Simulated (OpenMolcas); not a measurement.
**Fe4+, Ru4+, Os4+: d4 down the group**

* Program: OpenMolcas
* Method: RASSCF
* Basis: ANO-R2
* Scalar Hamiltonian: X2C, finite nucleus
* Spin-orbit coupling: RASSI with atomic mean-field integrals over the reference wave functions, term energies averaged over their components

Active space for each ion: 10 electrons in 8 orbitals (RAS1 p, at most 2 holes; RAS2 d).

Computed levels in cm-1 above 5D0:

| Level | Fe4+ | Ru4+ | Os4+ |
| --- | --- | --- | --- |
| 5D1 | 151 | 497 | 4135 |
| 5D2 | 442 | 1335 | 7985 |
| 5D3 | 859 | 2387 | 11163 |
| 5D4 | 1384 | 3576 | 13567 |
| 3P0(1) | 25255 | 17739 | 20113 |
| 3P1(1) | 26150 | 20248 | 27610 |
| 3P2(1) | 27701 | 23726 | 34485 |
| 3H4 | 29148 | 21351 | 23458 |
| 3H5 | 29491 | 22682 | 29086 |
| weight of 5D in the lowest level (%) | 100 | 97 | 68 |

Mixed levels, with the weight of the term that names them: Ru4+ 3H4 (73 %), Os4+ 5D0 (68 %), Os4+ 3P0(1) (55 %), Os4+ 3P2(1) (55 %), Os4+ 3H4 (56 %).

Measured, with the error of the calculation in %. Measured levels: Fe4+ from Corliss and Sugar, J. Phys. Chem. Ref. Data 11, 135 (1982); Os4+ from the list in Palmeri et al., Atoms 14, 22 (2026).

```
 Level           Fe4+           Os4+
   5D1     142 (+6.0)    4311 (-4.1)
   5D2     417 (+5.9)    8083 (-1.2)
   5D3     803 (+6.9)   11018 (+1.3)
   5D4    1283 (+7.9)   12966 (+4.6)
3P0(1)   24055 (+5.0)               
3P1(1)   24973 (+4.7)  24680 (+11.9)
3P2(1)   26468 (+4.7)               
   3H4  24932 (+16.9)  20374 (+15.1)
   3H5  25226 (+16.9)  25344 (+14.8)
```

The fine-structure level 5D4 changes by a factor of 9.8 from Fe4+ to Os4+.

Without spin-orbit coupling 3P(1) lies 26037, 19400, 18565 cm-1 above 5D in that order; the difference to the level 3P0(1), of either sign, comes from spin-orbit coupling, which also lowers the zero.

Without dynamic correlation excited terms often stand tens of per cent too high (terms of higher spin than the ground term too low), and those without a measured partner can miss by more than the paired ones. Active for correlation alone: 3p; no level in the range computed is led by a configuration that opens it, so any true level of that kind is missing (holds for Fe4+). Active for correlation alone: 4p; no level in the range computed is led by a configuration that opens it, so any true level of that kind is missing (holds for Ru4+). Active for correlation alone: 5p; no level in the range computed is led by a configuration that opens it, so any true level of that kind is missing (holds for Os4+). Computed and measured levels are paired by configuration, term and J; levels that our copy of the source lacks, or whose pairing is in doubt (as where it misses far off the trend of its configuration), stay unpaired and out of the deviations. Levels of configurations outside the active space are missing.

A number in round brackets counts repeated terms of one configuration in the order of the reference energies.
